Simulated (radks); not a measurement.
All-electron atom: Ta XXVI in [Kr] 4d10 4f2. Calculated with a radial shooting solver on a logarithmic mesh with Libxc functionals: scalar-relativistic Kohn-Sham, r2SCAN, spin-polarised, spherical densities, finite nucleus; open shells are filled with parallel spins first (spin-orbit coupling, left out, can overturn this in heavy ions); meta-GGA in the generalised Kohn-Sham scheme; Fermi nuclear charge, rms radius 5.3507 fm.

Unscreened Slater integrals over Kohn-Sham orbitals (cm^-1). They are taken over the spin-up orbitals.

F0(4f,4f): 434140
F2(4f,4f): 228330
F4(4f,4f): 148590
F6(4f,4f): 108580
F0(4f,4d): 424310
F2(4f,4d): 213790
F4(4f,4d): 139510
G1(4f,4d): 232260
G3(4f,4d): 156270
G5(4f,4d): 113670
F0(4f,4p): 429610
F2(4f,4p): 219780
G2(4f,4p): 184040
G4(4f,4p): 132500
F0(4f,4s): 439280
G3(4f,4s): 160470
F0(4d,4d): 420950
F2(4d,4d): 215840
F4(4d,4d): 146400
F0(4d,4p): 425480
F2(4d,4p): 219720
G1(4d,4p): 276060
G3(4d,4p): 175670
F0(4d,4s): 434020
G2(4d,4s): 218190
F0(4p,4p): 431000
F2(4p,4p): 226180
F0(4p,4s): 439740
G1(4p,4s): 298640
F0(4s,4s): 449330

Derived for the open shells (J is the average intra-shell exchange parameter used in DFT+U). 4f: F4/F2 = 0.651, F6/F2 = 0.476, J = (286 F2 + 195 F4 + 250 F6)/6435 = 18870 cm^-1.
